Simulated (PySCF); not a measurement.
## EPR parameters of C3H11N2OSi

Species: C3H11N2OSi (doublet state).
Cartesian coordinates in Å at the GFN2-xTB level; atoms count from 1:
```
atom  x, y, z in Å
C1     2.111    0.536   -1.002
C2     1.047    0.396    0.083
C3     1.355   -0.764    1.023
O4    -0.190    0.200   -0.546
Si5   -1.656    0.377    0.110
N6    -1.891   -0.627    1.450
N7    -2.644   -0.132   -1.238
H8     1.860    1.363   -1.662
H9     2.156   -0.376   -1.592
H10    3.083    0.721   -0.553
H11    1.004    1.326    0.669
H12    1.445   -1.685    0.453
H13    0.536   -0.876    1.729
H14    2.281   -0.582    1.563
H15   -1.974    1.798    0.296
H16   -2.649   -0.522    2.104
H17   -2.265   -0.849   -1.834
H18   -3.620   -0.297   -1.064
```

The hyperfine couplings belong to this conformer and change with its torsions.

As a line formula: `CC(C)O[Si@H]([NH])N` [radical].

Theory: UKS B3LYP, pcH-1 on C H N O Si, non-relativistic, mean-field spin-orbit, GIAO in PySCF 2.14.0. One conformer (not necessarily the lowest) at the GFN2-xTB geometry, without solvent, vibrations or thermal averaging. A GFN2-xTB geometry isn't a minimum of the functional, and hyperfine couplings can be far from their values at a DFT geometry. Stability of the SCF solution: not tested.

- g1, g2, g3: 2.00243, 2.00352, 2.01098
- g_iso: 2.00564
- Form of g: close to axial: the two nearest values differ by 13 % of g3 − g1
- ⟨S²⟩: 0.7548 (exact 0.7500)
- α and β electrons: 33, 32
- HOMO–LUMO gap, α and β orbitals: 8.22, 3.05 eV
- Total energy: -595.22238 Eh

Hyperfine couplings atom by atom, in MHz; T1 to T3 are the principal values of the dipolar part:

```json
{"atom": "C1", "isotope": "13C", "a_iso": "0.5", "of which spin–orbit": "0.0", "T1": "-0.2", "T2": "-0.2", "T3": "0.4", "Mulliken spin population": "0.00"}
{"atom": "C2", "isotope": "13C", "a_iso": "-0.2", "of which spin–orbit": "0.0", "T1": "-0.5", "T2": "-0.4", "T3": "0.8", "Mulliken spin population": "0.00"}
{"atom": "C3", "isotope": "13C", "a_iso": "0.7", "of which spin–orbit": "0.0", "T1": "-1.2", "T2": "-0.7", "T3": "1.9", "Mulliken spin population": "0.01"}
{"atom": "O4", "isotope": "17O", "a_iso": "1.2", "of which spin–orbit": "0.0", "T1": "-2.9", "T2": "1.0", "T3": "2.0", "Mulliken spin population": "0.00"}
{"atom": "Si5", "isotope": "29Si", "a_iso": "42.8", "of which spin–orbit": "-0.1", "T1": "-2.0", "T2": "-0.9", "T3": "2.9", "Mulliken spin population": "-0.02"}
{"atom": "N6", "isotope": "14N", "a_iso": "26.2", "of which spin–orbit": "0.2", "T1": "-39.3", "T2": "-38.7", "T3": "77.9", "Mulliken spin population": "0.91"}
{"atom": "N7", "isotope": "14N", "a_iso": "1.8", "of which spin–orbit": "0.0", "T1": "-7.8", "T2": "-7.7", "T3": "15.5", "Mulliken spin population": "0.14"}
{"atom": "H8", "isotope": "1H", "a_iso": "0.1", "of which spin–orbit": "0.0", "T1": "-0.6", "T2": "-0.5", "T3": "1.1", "Mulliken spin population": "0.00"}
{"atom": "H9", "isotope": "1H", "a_iso": "0.1", "of which spin–orbit": "0.0", "T1": "-0.6", "T2": "-0.5", "T3": "1.1", "Mulliken spin population": "0.00"}
{"atom": "H10", "isotope": "1H", "a_iso": "0.0", "of which spin–orbit": "0.0", "T1": "-0.5", "T2": "-0.4", "T3": "0.9", "Mulliken spin population": "0.00"}
{"atom": "H11", "isotope": "1H", "a_iso": "0.0", "of which spin–orbit": "0.0", "T1": "-1.7", "T2": "-1.5", "T3": "3.2", "Mulliken spin population": "0.00"}
{"atom": "H12", "isotope": "1H", "a_iso": "0.5", "of which spin–orbit": "0.0", "T1": "-1.5", "T2": "-1.1", "T3": "2.6", "Mulliken spin population": "0.00"}
{"atom": "H13", "isotope": "1H", "a_iso": "2.6", "of which spin–orbit": "0.0", "T1": "-5.3", "T2": "-4.6", "T3": "9.9", "Mulliken spin population": "0.00"}
{"atom": "H14", "isotope": "1H", "a_iso": "-0.2", "of which spin–orbit": "0.0", "T1": "-1.2", "T2": "-0.9", "T3": "2.2", "Mulliken spin population": "0.00"}
{"atom": "H15", "isotope": "1H", "a_iso": "7.1", "of which spin–orbit": "0.0", "T1": "-3.9", "T2": "-1.8", "T3": "5.7", "Mulliken spin population": "0.00"}
{"atom": "H16", "isotope": "1H", "a_iso": "-53.0", "of which spin–orbit": "0.2", "T1": "-49.0", "T2": "-8.0", "T3": "57.0", "Mulliken spin population": "-0.03"}
{"atom": "H17", "isotope": "1H", "a_iso": "-9.0", "of which spin–orbit": "0.0", "T1": "-10.2", "T2": "-1.1", "T3": "11.3", "Mulliken spin population": "0.00"}
{"atom": "H18", "isotope": "1H", "a_iso": "-8.0", "of which spin–orbit": "0.0", "T1": "-10.4", "T2": "-1.4", "T3": "11.8", "Mulliken spin population": "0.00"}
```

The largest Mulliken spin populations are on N6 (+0.91) and N7 (+0.14). N6 is the only atom above +0.15.

Axes: g1 points within 15° of the Si5–N7 bond.

Under fast tumbling the dipolar parts average out, and these isotropic splittings remain: 1 × 1H (H16, I = 1/2, 2 lines) with 1.89 mT, 1 × 14N (N6, I = 1, 3 lines) with 0.93 mT, 2 × 1H (H17/H18, I = 1/2, 3 lines) with 0.30 mT, 1 × 1H (H15, I = 1/2, 2 lines) with 0.25 mT, 1 × 14N (N7, I = 1, 3 lines) with 0.07 mT and 3 × 1H (H12/H13/H14, I = 1/2, 4 lines) with 0.03 mT.

Means are taken over nuclei equivalent by connectivity, which assumes that they swap fast.

The 29Si coupling of Si5 (42.8 MHz) shows only in satellite lines or after enrichment, since that isotope makes up about 4.7 % of natural silicon.
